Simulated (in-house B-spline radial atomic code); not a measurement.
# Ca: [Ar] 4s2

All numbers are computed (non-relativistic LC-wPBE, spin-polarised, spherical fractional occupations; point nucleus) with an all-electron radial atomic-structure program (B-spline basis), not measured.

Z_r = [3n² - l(l+1)]/(2<r>); Z_e = n√(-2ε); the last column is Slater's effective charge. Values are occupation-weighted means over spin.

```json
{"shell": "1s", "electrons": "2", "ε (eV)": "-3934.4", "<r> (bohr)": "0.07736", "Z_r": "19.39", "Z_e": "17.01", "Slater": "19.70"}
{"shell": "2s", "electrons": "2", "ε (eV)": "-416.96", "<r> (bohr)": "0.3668", "Z_r": "16.36", "Z_e": "11.07", "Slater": "15.85"}
{"shell": "2p", "electrons": "6", "ε (eV)": "-340.52", "<r> (bohr)": "0.3287", "Z_r": "15.21", "Z_e": "10.01", "Slater": "15.85"}
{"shell": "3s", "electrons": "2", "ε (eV)": "-53.105", "<r> (bohr)": "1.164", "Z_r": "11.59", "Z_e": "5.93", "Slater": "8.75"}
{"shell": "3p", "electrons": "6", "ε (eV)": "-33.465", "<r> (bohr)": "1.269", "Z_r": "9.85", "Z_e": "4.70", "Slater": "8.75"}
{"shell": "4s", "electrons": "2", "ε (eV)": "-5.9548", "<r> (bohr)": "4.087", "Z_r": "5.87", "Z_e": "2.65", "Slater": "2.85"}
```

The least bound orbital is 4s at -5.955 eV, and it is also the most diffuse (<r> = 4.087 bohr).
